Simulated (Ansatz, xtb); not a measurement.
Redistribution: CH2Cl2 + C2H3I → CH2ClI + C2H3Cl

Species: CH2Cl2 `ClCCl`, singlet; C2H3I (vinyl iodide) `C=CI`, singlet; CH2ClI (chloroiodomethane) `ClCI`, singlet; C2H3Cl `C=CCl`, singlet. The partners trade Cl for I; both sit on C, so the bond types are kept.

Shapes, held fixed at every level: PBE0-D4/def2-TZVP. Programs: Ansatz 0.2.0, xtb 6.7.1. The zero-point and thermal change to 298 K, harmonic and unscaled (PBE0-D4/def2-TZVP), is -0.2 kJ/mol.

Task: Estimate ΔH(298 K) of this reaction.

Result: The highest level, CCSD(T)/def2-TZVPP, gives ΔH(298 K) = -2.6 kJ/mol; the levels span -10.9 to -2.1. That is about zero within the method's error. The column of differences is taken from that level and isn't an error. No measured value is set beside it here. For atoms past krypton def2 sets carry core potentials with scalar relativity. Outer-core shells of I are correlated, in sets that cover them unevenly.

| level | kind | ΔH(298 K) (kJ/mol) | less CCSD(T)/def2-TZVPP |
| --- | --- | --- | --- |
| GFN2-xTB | semi-empirical | -10.9 | -8.3 |
| HF/def2-SVP | Hartree–Fock | -2.1 | +0.5 |
| PBE-D4/def2-TZVPP | GGA | -6.1 | -3.5 |
| r2SCAN-D4/def2-TZVPP | meta-GGA | -5.5 | -2.9 |
| B2PLYP/def2-TZVPP | double hybrid | -4.2 | -1.6 |
| MP2/def2-SVP | perturbation theory | -4.5 | -1.9 |
| CCSD/def2-SVP | coupled cluster or CI | -4.0 | -1.4 |
| CCSD(T)/def2-TZVPP | coupled cluster or CI | -2.6 | 0.0 |
